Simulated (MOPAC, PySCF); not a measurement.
C$_{2}$H$_{8}$InNS$_{2}$, SMILES `C[N](C)[In]([SH])[SH]`, neutral singlet in the gas phase. 

Cartesian coordinates (Å):
SMILES: [SH][In]([N](C)C)[SH]
```xyz
14

C     -1.3052    -1.2623     0.1689
N     -0.5228    -0.0728    -0.0261
C     -1.2930     1.0934    -0.3506
In     1.4897    -0.0744     0.1500
S      2.5488    -2.1508     0.7184
S      2.7636     1.9308    -0.2000
H     -2.0358    -1.1497     0.9967
H     -1.8864    -1.5321    -0.7373
H     -0.6675    -2.1262     0.4142
H     -2.0253     1.3463     0.4443
H     -1.8712     0.9664    -1.2896
H     -0.6480     1.9762    -0.4862
H      3.7868    -1.6108     0.6864
H      1.6664     2.6660    -0.4892
```
Charge 0, multiplicity 1.

All levels are single points at this geometry (PBE0-D3(BJ)/def2-SVP); Pople sets use spherical d functions. Orbital energies aren't observables, and empty levels follow the basis.

PBE-D3(BJ)/def2-TZVP in PySCF gives gap (eV) = 2.70.

Estimate the gap (eV) from each of these levels: ωB97X-D3(BJ)/def2-TZVP in PySCF; B3LYP/6-311+G** (LANL2DZ on In) in PySCF; B3LYP/6-31G* (LANL2DZ on In) in PySCF; SVWN5/6-31G* (LANL2DZ on In) in PySCF; HF/6-31G* (LANL2DZ on In) in PySCF; PM3 in MOPAC; PM6 in MOPAC; PM7 in MOPAC.


```
level                                     gap (eV)
----------------------------------------  --------
ωB97X-D3(BJ)/def2-TZVP in PySCF               9.18
B3LYP/6-311+G** (LANL2DZ on In) in PySCF      4.32
B3LYP/6-31G* (LANL2DZ on In) in PySCF         4.39
SVWN5/6-31G* (LANL2DZ on In) in PySCF         2.70
HF/6-31G* (LANL2DZ on In) in PySCF           10.93
PM3 in MOPAC                                  6.53
PM6 in MOPAC                                  7.31
PM7 in MOPAC                                  7.45
```
